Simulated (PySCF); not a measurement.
Computed IR spectrum (relative IR intensity) of a molecule CH8GeOSi. Geometry: PBE-D3(BJ)/def2-SVP. One conformer was computed; it need not be the lowest. Computed with PBE-D3(BJ)/def2-SVP run with PySCF. Frequencies are harmonic and unscaled.

Lines under 2 % of the strongest are left out, and lines within 2 cm⁻¹ are merged.

ν (cm⁻¹): 321 (m), 344 (vw), 356 (s), 453 (w), 468 (w), 574 (vw), 686 (vs), 810 (w), 825 (vs), 846 (m), 904 (m), 906 (m), 1047 (s), 1127 (w), 1228 (w), 1338 (m), 2035 (s), 2067 (s), 2147 (m), 2162 (s), 2165 (s), 2917 (m), 3036 (w), 3700 (m) (against the strongest line: vs over 80 %, s over 45 %, m over 15 %, w over 4 %, vw less)

Identify the compound among the candidates.
(A) C[O][GeH2][SiH3]
(B) O[CH2][GeH2][SiH3]
(C) [SiH3]C[O][GeH3]
(D) OC[SiH2][GeH3]

B, O[CH2][GeH2][SiH3]
